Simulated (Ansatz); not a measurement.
`[CH3][GeH]([F])[GeH3]` and `[F][GeH]([Cl])[GeH3]` differ in one atom or group.

Ansatz, PBE0-D4/def2-TZVP geometries, multiplicity 1. 

Scalar relativity is left out up to krypton.

```json
{"property": "HOMO–LUMO gap (ωB97M-V/def2-TZVPP) / eV", "`[CH3][GeH]([F])[GeH3]`": "11.81"}
{"property": "HOMO–LUMO gap (B3LYP/def2-TZVPP) / eV", "`[CH3][GeH]([F])[GeH3]`": "7.51"}
{"property": "HOMO energy (B3LYP/def2-TZVPP) / eV", "`[CH3][GeH]([F])[GeH3]`": "-7.84"}
{"property": "size of the dipole moment (PBE/def2-TZVPP) / D", "`[CH3][GeH]([F])[GeH3]`": "2.20"}
{"property": "HOMO energy (PBE/def2-TZVPP) / eV", "`[CH3][GeH]([F])[GeH3]`": "-6.87"}
{"property": "HOMO–LUMO gap (PBE0/def2-TZVPP) / eV", "`[CH3][GeH]([F])[GeH3]`": "7.93"}
```

What does the change do to each property? (Estimate.)

The calculation gave: 
| property | `[F][GeH]([Cl])[GeH3]` | shift |
| --- | --- | --- |
| HOMO–LUMO gap (ωB97M-V/def2-TZVPP) / eV | 11.71 | -0.10 |
| HOMO–LUMO gap (B3LYP/def2-TZVPP) / eV | 7.30 | -0.21 |
| HOMO energy (B3LYP/def2-TZVPP) / eV | -8.20 | -0.36 |
| size of the dipole moment (PBE/def2-TZVPP) / D | 2.64 | 0.44 |
| HOMO energy (PBE/def2-TZVPP) / eV | -7.19 | -0.32 |
| HOMO–LUMO gap (PBE0/def2-TZVPP) / eV | 7.80 | -0.13 |

With PBE0 the HOMO falls by 0.38 eV and the LUMO falls by 0.51 eV, so the gap narrows by about 0.13 eV. PBE moves the HOMO by -0.32 eV and ωB97M-V by -0.39 eV. Dipoles are sizes alone; their direction can turn.

B3LYP here is the variant with VWN-RPA as its local correlation; programs differ in this.
